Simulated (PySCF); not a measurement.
# Property card for `C=CC[C@@H]1C(=C)[C@H]1O[SiH2]F`

C7H11FOSi.
Geometry (GFN2-xTB, Å), atoms numbered from 1 in this order:
```xyz
21
C7H11FOSi angstrom
C     -2.280   -1.800   -0.090
C     -2.693   -0.603   -0.458
C     -1.912    0.673   -0.341
C     -0.619    0.527    0.431
C      0.539    1.392    0.159
C      1.117    2.561    0.263
C      0.619   -0.014   -0.258
O      1.423   -0.913    0.433
Si     3.003   -1.204    0.423
F      3.453   -1.713   -1.039
H     -2.902   -2.670   -0.213
H     -1.309   -1.969    0.341
H     -3.675   -0.479   -0.899
H     -1.692    1.044   -1.348
H     -2.537    1.428    0.145
H     -0.754    0.226    1.465
H      2.118    2.734   -0.098
H      0.612    3.402    0.712
H      0.554   -0.239   -1.320
H      3.845   -0.039    0.641
H      3.081   -2.326    1.330
```

Structural features include: C=C double bond, Si–H bond and cyclopropane ring.

From GFN2-xTB geometry:

| Quantity | Value |
| --- | --- |
| Point group of the GFN2-xTB geometry | C1 |
| Rotational constants A, B, C of the GFN2-xTB geometry | 1.621, 0.641, 0.497 GHz |

**PBE0/pcSseg-1 ground state and GIAO shieldings, non-relativistic (PySCF)**

| Quantity | Value |
| --- | --- |
| Dipole moment | 1.99 D |
| HOMO energy | -7.53 eV |
| LUMO energy | -0.31 eV |
| HOMO–LUMO gap | 7.22 eV |
| Lowest Hirshfeld atomic charge | -0.22 e on F10 |
| Highest Hirshfeld atomic charge | +0.48 e on Si9 |
| 13C chemical shifts (computed TMS as zero) by class | 147.8 (C5), 144.2 (C2), 121.9 (C1), 114.4 (C6), 56.6 (C7), 37.4 (C3), 26.5 (C4) ppm |
| 1H chemical shifts (computed TMS as zero) by class | 6.33 (H13), 6.18 (H17), 6.06 (H12), 6.00 (H18), 5.63 (H11), 5.01 (H20), 4.61 (H21), 3.89 (H19), 2.68 (H15), 1.73 (H16), 1.53 (H14) ppm |
| Isotropic shieldings of nuclei other than C and H, by class | 256 (O8), 337 (F10), 377 (Si9) ppm |
| Mayer bond orders between heavy atoms | C1–C2 2.00, C2–C3 1.04, C3–C4 1.00, C4–C5 0.89, C5–C6 2.08, C5–C7 0.90, C7–O8 0.84, O8–Si9 1.03, Si9–F10 0.92, C7–C4 0.90 |

Monoisotopic mass from the formula: 158.0563 u.

The rotational constants make it an asymmetric top with κ = (2B − A − C)/(A − C) = -0.74, nearer the prolate limit (−1). The dipole matches unit charges of opposite sign 0.41 Å apart (1 e·Å = 4.8032 D). With B = h/(8π²I), that is 505.379 GHz u Å² over I, the principal moments of inertia are 311.7, 788.6 and 1016.2 u Å² (most abundant isotopes); the inertial defect Ic − Ia − Ib is -84.1 u Å² (zero for a rigid planar frame, negative otherwise).

Isolated species at its GFN2-xTB geometry (one conformer only).
